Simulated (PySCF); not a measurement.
TDDFT excited states: C5H4F3N

Species: C5H4F3N.
InChI=1S/C5H4F3N/c1-2-3(9)4(6)5(7)8/h2,9H,1H2/b9-3-

Method: TDDFT wB97X-D/def2-SVPD, vertical, gas phase, core orbitals frozen in the response in PySCF 2.14.0, density-fitted response routines. Isolated species at its PBE0-D3(BJ)/def2-SVP geometry (one conformer only). Torsions of this conformer, `[H]/[N:4]=[C:3](/[CH:2]=[CH2:1])[C:5]([F:6])=[C:7]([F:8])[F:9]`: C1–C2–C3–N4 2°, C2–C3–C5–F6 5°.

```json
{"state": "S1", "E (eV)": "4.42", "λ (nm)": "280.3", "ν̃ (cm⁻¹)": "35670", "f": "0.0016", "|μ| (D)": "0.31", "main configurations (H = HOMO, L = LUMO)": "H-2→L (97%)"}
{"state": "S2", "E (eV)": "5.13", "λ (nm)": "241.6", "ν̃ (cm⁻¹)": "41390", "f": "0.037", "|μ| (D)": "1.38", "main configurations (H = HOMO, L = LUMO)": "H→L (97%)"}
{"state": "S3", "E (eV)": "5.57", "λ (nm)": "222.6", "ν̃ (cm⁻¹)": "44920", "f": "0.382", "|μ| (D)": "4.25", "main configurations (H = HOMO, L = LUMO)": "H-1→L (97%)"}
{"state": "S4", "E (eV)": "6.97", "λ (nm)": "178.0", "ν̃ (cm⁻¹)": "56180", "f": "0.0004", "|μ| (D)": "0.13", "main configurations (H = HOMO, L = LUMO)": "H-3→L (91%)"}
{"state": "S5", "E (eV)": "7.02", "λ (nm)": "176.6", "ν̃ (cm⁻¹)": "56630", "f": "0.011", "|μ| (D)": "0.64", "main configurations (H = HOMO, L = LUMO)": "H→L+2 (44%), H-1→L+2 (15%), H→L+3 (9%)"}
{"state": "S6", "E (eV)": "7.26", "λ (nm)": "170.7", "ν̃ (cm⁻¹)": "58590", "f": "0.046", "|μ| (D)": "1.29", "main configurations (H = HOMO, L = LUMO)": "H→L+3 (27%), H→L+1 (23%), H→L+4 (11%)"}
```

The lowest singlet lies at 4.42 eV (280 nm, ultraviolet) and is very weak; its leading configuration is HOMO-2→LUMO (97%). The strongest level in the table is S3 at 5.57 eV (223 nm, f = 0.382). Löwdin shares by element: HOMO carbon 37% or more, nitrogen 26% (atoms not listed hold the other 38%); LUMO carbon 46% or more, nitrogen 22% (atoms not listed hold the other 32%). Orbital energies (eV): HOMO-3 -12.40, HOMO-2 -10.11, HOMO-1 -9.99, HOMO -9.33, LUMO -0.42, LUMO+1 1.99, LUMO+2 2.07. Weighted by f, the mean energy of these states is 5.73 eV. The oscillator strengths of these states sum to 0.477; summed over the whole spectrum of an exact calculation they would give the number of electrons, 68 (Thomas–Reiche–Kuhn). The window holds the lowest 6 singlets.
